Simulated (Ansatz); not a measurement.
Ansatz (a program for electronic structure) input:

Ansatz 0.2 input:
```yaml
crystal:
  periodic: [false, false, false]
  atoms:
    - {symbol: Ge, position_ang: [-0.00111275, 0.00073862, 0.04560348]}
    - {symbol: H, position_ang: [0.02372375, -1.36442459, -0.70760372]}
    - {symbol: H, position_ang: [0.01188437, 1.34078877, -0.75170776]}
basis:
  gaussian:
    orbitals: def2-TZVP
hamiltonian:
  xc: b3lyp
  dispersion: d3bj
total_charge: 1
magnetization: {spin_polarized: true, initial_magnetization: 1}
phonons: {temperatures: {t_min: 298.15, t_max: 298.15, t_step: 100}}
```

What final total energy does it print?

-2077.86386 Eh (B3LYP-D3(BJ)/def2-TZVP). The basis has 60 functions.
